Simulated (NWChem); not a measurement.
# TaNH4O3; SMILES [NH2][Ta](=[O])([OH])[OH]

```xyz
9

Ta     0.0251     0.0150     0.0000
O      1.7291    -0.2446     0.0000
O     -0.5194     0.9759     1.5652
H     -0.0704     1.2983     2.3502
O     -0.5194     0.9759    -1.5652
H     -0.0704     1.2983    -2.3502
N     -0.7500    -1.8086     0.0000
H     -0.2161    -2.6728     0.0000
H     -1.7454    -2.0178     0.0000
```
Atoms are numbered in this order, from 1.

Program: NWChem. The geometry was optimised at PBE0/def2-SVP. No frequency run checked for a minimum. def2 effective core potentials on Ta; no spin-orbit coupling. Hybrids' shares of exact exchange are those that their runs print; pure functionals count as 0. The functionals differ in more than this share.

```
row              share of exact exchange  highest occupied level (eV)
---------------  -----------------------  ---------------------------
PBE/def2-SVP                        0.00                        -6.16
revPBE/def2-SVP                     0.00                        -6.10
TPSSh/def2-SVP                      0.10                        -6.84
B3LYP/def2-SVP                      0.20                        -7.38
B97-2/def2-SVP                      0.21                        -7.40
MPW1K/def2-SVP                      0.43                     withheld
```

Fit a straight line of the last column on the one before it, predict the withheld value, and compare with the run.


1. Means of the 5 shown rows: x = 0.102, y = -6.776. Slope Σ(x − x̄)(y − ȳ)/Σ(x − x̄)² = -0.2582/0.04208 = -6.137; intercept -6.150.
2. The shown rows scatter about the line by 0.045 (root mean square); the largest residual is -0.08, at TPSSh/def2-SVP.
3. At x = 0.43 (MPW1K/def2-SVP; beyond the shown range) the line gives -8.79.
4. The run gives -8.82, -0.03 from the line, 0.7 times the scatter.
